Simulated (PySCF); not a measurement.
FHSi, neutral, multiplicity 1. Atoms are numbered in the order given.

```xyz
3

Si     0.1183     0.5903     0.0000
H     -1.3914     0.8970     0.0000
F     -0.0295    -1.0179     0.0000
```

Coordinates come from a r2SCAN-D4/def2-TZVPD optimisation. The isomer is the one that the SMILES or the coordinates give; other isomers of the formula were not compared.

Level of theory: ωB97X/def2-TZVPD in PySCF.

Symmetry labels are those of the subgroup Cs that the program uses (full group Cs).

Computed valence orbital energies around the gap with their symmetry:
```json
[
 {"orbital": "HOMO−7", "symmetry": "A'", "energy (eV)": "-102.90"},
 {"orbital": "HOMO−6", "symmetry": "A'", "energy (eV)": "-102.73"},
 {"orbital": "HOMO−5", "symmetry": "A'", "energy (eV)": "-35.85"},
 {"orbital": "HOMO−4", "symmetry": "A'", "energy (eV)": "-18.08"},
 {"orbital": "HOMO−3", "symmetry": "A'", "energy (eV)": "-15.49"},
 {"orbital": "HOMO−2", "symmetry": "A\"", "energy (eV)": "-15.30"},
 {"orbital": "HOMO−1", "symmetry": "A'", "energy (eV)": "-14.04"},
 {"orbital": "HOMO", "symmetry": "A'", "energy (eV)": "-9.32"},
 {"orbital": "LUMO", "symmetry": "A\"", "energy (eV)": "-0.54"},
 {"orbital": "LUMO+1", "symmetry": "A'", "energy (eV)": "1.66"},
 {"orbital": "LUMO+2", "symmetry": "A'", "energy (eV)": "2.33"},
 {"orbital": "LUMO+3", "symmetry": "A'", "energy (eV)": "3.28"}
]
```
